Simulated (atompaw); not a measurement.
**Pt (Z = 78): PAW (atompaw) pseudisation with PBE, scalar-relativistic reference atom.**

- Element: Pt (Z = 78)
- Generator: atompaw 4.2.0.5
- Type: PAW
- Functional: PBE
- Relativity: scalar-relativistic
- Frozen core: [Kr] 4d10 4f14
- Valence charge: 18
- Reference configuration: 5s2 5p6 5d9 6s0.5 6p0.5
- Partial waves: 5s (bound): rc 1.60 bohr; 6s (bound): rc 2.10 bohr; 5p (bound): rc 1.75 bohr; 6p (bound): rc 2.10 bohr; 5d (bound): rc 2.10 bohr; 5d channel at -0.05 Ry: rc 2.10 bohr
- Local potential: bessel scheme, radius 2.00 bohr
- Core correction: smooth core density matched at 1.50 bohr
- Augmentation charge: besselshape compensation charge, radius 1.95 bohr; PAW radius 2.10 bohr; waves and projectors: custom polynom2 7 10 vanderbiltortho

- Cutoffs needed: 25 Ry and 100 Ry (the cutoffs (Ry, on a coarse ladder) from which the occupation-weighted sum of valence levels, in a spherical-Bessel basis at the reference potential, stays within 10 and 1 mRy of its value at 400 Ry)
- Ghost test: no extra level below or beside the all-electron valence levels (s, p, d, f tested) (spherical-Bessel basis up to 400 Ry, 20 bohr box)
- Lowest eigenvalue of the overlap operator: 0.53 (s channel)
- Overlap eigenvalues printed by atompaw (projector basis): 0.276, 0.462, 1.45, 19.3, 143, 411
- Share of each valence orbital outside the PAW sphere: 5s 0 %, 6s 76 %, 5p 2 %, 6p 96 %, 5d 23 %
